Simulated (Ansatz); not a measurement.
Consider the formal exchange of groups at the Al–C bond: `B[CH2][AlH][GeH3]` + `CSCF` → `[CH3][AlH][GeH3]` + `BCSCF`.

Computed with Ansatz on PBE0-D4/def2-TZVP structures; ΔE is electronic, products minus reactants. CCSD(T)/CBS adds triple-zeta CCSD(T) − MP2 to the extrapolated MP2 energy (def2 sets, frozen cores). For Ge outer-core shells are correlated without core-valence functions, which leaves a few kJ/mol of doubt a bond. Scalar relativity is left out up to krypton. One conformer a species, not always the lowest.

| species | HF/def2-QZVPP energy (Eh) |
| --- | --- |
| `B[CH2][AlH][GeH3]` | -2384.56064 |
| `CSCF` | -575.71134 |
| `[CH3][AlH][GeH3]` | -2359.29532 |
| `BCSCF` | -600.96654 |

(1) Work out ΔE.

Largest T1 diagnostic among the species: 0.012.

Answers

(1) ΔE = (-2359.29532) + (-600.96654) − (-2384.56064) − (-575.71134) = 0.01012 Eh = +6.4 kcal/mol. CCSD(T)/CBS gives +9.1 kcal/mol.

In def2-TZVPP, CCSD(T) changes the Hartree–Fock value by +2.9 kcal/mol (the triples alone add +0.6 kcal/mol) and MP2 by +3.2 kcal/mol.
